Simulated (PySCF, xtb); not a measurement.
CH6O3Si2, SMILES C(O[SiH2]O[SiH3])=O.

GFN2-xTB in xtb at its own geometry gives an orbital gap of 4.60 eV and a dipole moment of 2.57 D.

Geometry optimised at B3LYP-D3(BJ)/def2-SVP. The structure was generated by enumeration, and PubChem lists no compound with its InChIKey, so it may never have been made. One conformer was computed; it need not be the lowest.

Question: What does PBE/def2-TZVP (PySCF) give? (The exact figures need the calculation; the answer reports its results.)

Answer: gap 5.33 eV (levels -6.85 and -1.53 eV), dipole 1.83 D.
